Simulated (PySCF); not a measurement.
C7H15OP.
Numbering: `[CH2:1]=[P:2]1([CH2:3][CH3:4])[CH2:5][CH2:6][O:7][CH2:8][CH2:9]1`

Structure used (GFN2-xTB), in Å, numbered top down from 1:
```xyz
24
C7H15OP angstrom
C      0.4334   -1.6966   -1.1304
P      0.2344   -0.1633   -0.4233
C      1.8442    0.7186   -0.3929
C      2.9328   -0.1784    0.1760
C     -0.2848   -0.3600    1.3248
C     -1.8028   -0.5479    1.3949
O     -2.5251    0.5552    0.9075
C     -2.3530    0.7660   -0.4731
C     -0.9514    1.2595   -0.8260
H      0.7952   -1.6105   -2.1538
H     -0.4794   -2.2874   -1.0857
H      1.7393    1.6387    0.1891
H      2.0773    0.9971   -1.4252
H      3.9059    0.3037    0.1070
H      2.7309   -0.4070    1.2205
H      2.9608   -1.1146   -0.3755
H      0.0027    0.5272    1.8953
H      0.2157   -1.2413    1.7310
H     -2.0831   -1.4550    0.8370
H     -2.1225   -0.6657    2.4349
H     -3.1098    1.5050   -0.7520
H     -2.5563   -0.1698   -1.0227
H     -0.7194    2.1601   -0.2557
H     -0.8969    1.4861   -1.8939
```

NICS = −σ at a ghost point: NICS(0) at the centroid of the ring atoms, NICS(1) 1 Å to either side along the normal of their mean plane, zz for the tensor component along that normal. Level: GIAO PBE0/pcSseg-1 (PySCF, non-relativistic, gas phase) on the GFN2-xTB geometry, one conformer.

Ring bond lengths (Å), with Mayer bond orders in brackets: P2–C5 1.834 (0.94), C5–C6 1.531 (1.03), C6–O7 1.406 (0.94), O7–C8 1.407 (0.94), C8–C9 1.527 (1.02), C9–P2 1.895 (0.81).

Q: Give the NICS values of each ring in ppm.

A: 
| ring | type | NICS(0) | NICS(1), two faces | NICS(1)zz, two faces | rms pucker (Å) | centre to ring atoms, mean (Å) |
| --- | --- | --- | --- | --- | --- | --- |
| P2–C5–C6–O7–C8–C9 | 6-membered ring with O and P; formal bonds all single | -2.2 | -1.8 / -2.2 | 2.9 / 3.1 | 0.28 | 1.52 |

Q: What can be read from them?

A: 
- P2–C5–C6–O7–C8–C9: mean NICS(1)zz 3.0 ppm, deshielded. P2, C5, C6, C8, C9 have four or more neighbours, and the NICS criterion for π rings isn't applied.

Q: What field does 1 T along the ring normal induce along that normal at the first NICS(1) probe listed for ring P2–C5–C6–O7–C8–C9, 1 Å off the ring?

A: NICSzz × B0 = 2.9 ppm × 1 T = 3 μT, along the applied field.

Q: Give the inner angles of the rings and the Hirshfeld charges of the ring atoms.

A: 
- P2–C5–C6–O7–C8–C9: P2 96.1° (+0.366 e), C5 109.7° (-0.115 e), C6 113.4° (+0.005 e), O7 113.3° (-0.148 e), C8 112.8° (-0.002 e), C9 106.4° (-0.130 e); sum 651.7° against 720° for a flat convex ring.
